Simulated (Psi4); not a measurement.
CH3 (SMILES [CH3]), doublet, at a GFN2-xTB geometry; B3LYP5/STO-3G run with Psi4.

The Psi4 input:
```
memory 2 GB

molecule {
0 2
C     0.00000000   -0.00000000    0.00000000
H    -0.02827582    1.06704109   -0.00728260
H     0.93823542   -0.50900640    0.00748446
H    -0.90995960   -0.55803469   -0.00020186
}

set {
  basis sto-3g
  reference uks
}

energy('b3lyp5')
print_variables()
```

**Question.** Write the output that Psi4 gives for this input, abridged.

**Answer.** 
```
   => Loading Basis Set <=

    Name: STO-3G
    Role: ORBITAL
    Keyword: BASIS

         ---------------------------------------------------------
                                   SCF
               by Justin Turney, Rob Parrish, Andy Simmonett
                          and Daniel G. A. Smith
                              UKS Reference
         ---------------------------------------------------------

  ==> Geometry <==

    Molecular point group: cs
    Full point group: Cs

    Geometry (in Angstrom), charge = 0, multiplicity = 2:

       Center              X                  Y                   Z               Mass
    ------------   -----------------  -----------------  -----------------  -----------------
         C           -0.000000000000     0.000000000000     0.000000000000    12.000000000000
         H            1.067065934689     0.028276085894     0.000000000000     1.007825032230
         H           -0.509045161689    -0.938244242767     0.000000000000     1.007825032230
         H           -0.558020773000     0.909968156873     0.000000000000     1.007825032230

  Running in cs symmetry.

  Rotational constants: A =      9.78662  B =      9.78662  C =      4.89331 [cm^-1]
  Rotational constants: A = 293395.49683  B = 293395.49190  C = 146697.74718 [MHz]
  Nuclear repulsion =    9.782045494317263

  Charge       = 0
  Multiplicity = 2
  Electrons    = 9
  Nalpha       = 5
  Nbeta        = 4

  ==> Algorithm <==

  SCF Algorithm Type is DF.
  DIIS enabled.
  MOM disabled.
  Fractional occupation disabled.
  Guess Type is SAD.
  Energy threshold   = 1.00e-06
  Density threshold  = 1.00e-06
  Integral threshold = 1.00e-12

  ==> Primary Basis <==

  Basis Set: STO-3G
    Blend: STO-3G
    Number of shells: 6
    Number of basis functions: 8
    Number of Cartesian functions: 8
    Spherical Harmonics?: true
    Max angular momentum: 1

  ==> DFT Potential <==

   => LibXC <=

    Version 7.1.2
    S. Lehtola, C. Steigemann, M. J. T. Oliveira, and M. A. L. Marques,  SoftwareX 7, 1–5 (2018) (10.1016/j.softx.2017.11.002)

   => Composite Functional: B3LYP5 <=

    B3LYP5 Hyb-GGA Exchange-Correlation Functional

    P. J. Stephens, F. J. Devlin, C. F. Chabalowski, and M. J. Frisch,  J. Phys. Chem. 98, 11623 (1994) (10.1021/j100096a001)

    Deriv               =              1
    GGA                 =           TRUE
    Meta                =          FALSE

    Exchange Hybrid     =           TRUE
    MP2 Hybrid          =          FALSE
[...]
      Ntotal   =    8.9999995976 ; deviation = -4.024e-07

   @Spin Contamination Metric:   4.105321388E-03
   @S^2 Expected:                7.500000000E-01
   @S^2 Observed:                7.541053214E-01
   @S   Expected:                5.000000000E-01
   @S   Observed:                5.000000000E-01

    Orbital Energies [Eh]
    ---------------------

    Alpha Occupied:

[...]
    Alpha Virtual:

[...]
    Beta Occupied:

[...]
       4Ap    -0.369504

    Beta Virtual:

[...]
       7Ap     0.537959

    Final Occupation by Irrep:
             Ap   App
    DOCC [     4,    0 ]
    SOCC [     0,    1 ]
    NA   [     4,    1 ]
    NB   [     4,    0 ]

  @DF-UKS Final Energy:   -39.31076946837813

   => Energetics <=

    Nuclear Repulsion Energy =              9.7820454943172628
    One-Electron Energy =                 -71.5786276522937612
    Two-Electron Energy =                  27.7562125269518418
    DFT Exchange-Correlation Energy =      -5.2703998373534588
    Empirical Dispersion Energy =           0.0000000000000000
    VV10 Nonlocal Energy =                  0.0000000000000000
    Total Energy =                        -39.3107694683781190

  UHF NO Occupations:
  HONO-2 :    3 Ap 1.9996157
  HONO-1 :    4 Ap 1.9987150
  HONO-0 :    1App 1.0000000
  LUNO+0 :    5 Ap 0.0012850
  LUNO+1 :    6 Ap 0.0003843
  LUNO+2 :    7 Ap 0.0003843

Computation Completed

Properties will be evaluated at   0.000000,   0.000000,   0.000000 [a0]

Properties computed using the SCF density matrix

 Multipole Moments:

 ------------------------------------------------------------------------------------
     Multipole            Electronic (a.u.)      Nuclear  (a.u.)        Total (a.u.)
 ------------------------------------------------------------------------------------

 L = 1.  Multiply by 2.5417464519 to convert [e a0] to [Debye]
 Dipole X            :          0.0000001            0.0000000            0.0000001
 Dipole Y            :          0.0000000            0.0000000            0.0000000
 Dipole Z            :          0.0000000            0.0000000            0.0000000
 Magnitude           :                                                    0.0000001

 ------------------------------------------------------------------------------------

  Variable Map:
  ----------------------------------------------------------------------------
[...]
  Array Variable Map:
  ----------------------------------------------------------------------------
[...]
[...]
```
